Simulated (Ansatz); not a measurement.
An input meant for BiH₂Br (charge 0, singlet; with a point charge).

```yaml
crystal:
  periodic: [false, false, false]
  atoms:
    - {symbol: Bi, position_ang: [0.076913, 0.145017, 0.854304]}
    - {symbol: H, position_ang: [1.567824, 0.159084, -0.147366]}
    - {symbol: H, position_ang: [-0.595137, 1.456376, -0.172856]}
    - {symbol: Br, position_ang: [-1.049600, -1.760467, -0.534071]}
basis:
  gaussian: {orbitals: cc-pVTZ-rifit, point_charges: [{charge: 1.00, position_ang: [6.331, -0.806, 0.176]}]}
hamiltonian: {xc: {name: wB97}, pseudopotentials: {relativity: none}}
scf: {lower_state_search: off}
output: {forces: true}
```

```sh
$ ansatz run in.yaml --threads 2 --pin off --events-out ev --progress --plain --max-ram 4352MiB
```

Shortened log:

```
Functional definition: wB97
Error: [file] the basis set cc-pVTZ-RIFIT has no functions for Bi
```

Problem. Something in this input is off. What?

Solution. The basis set is misnamed or doesn't suit the job. The program refused the input.
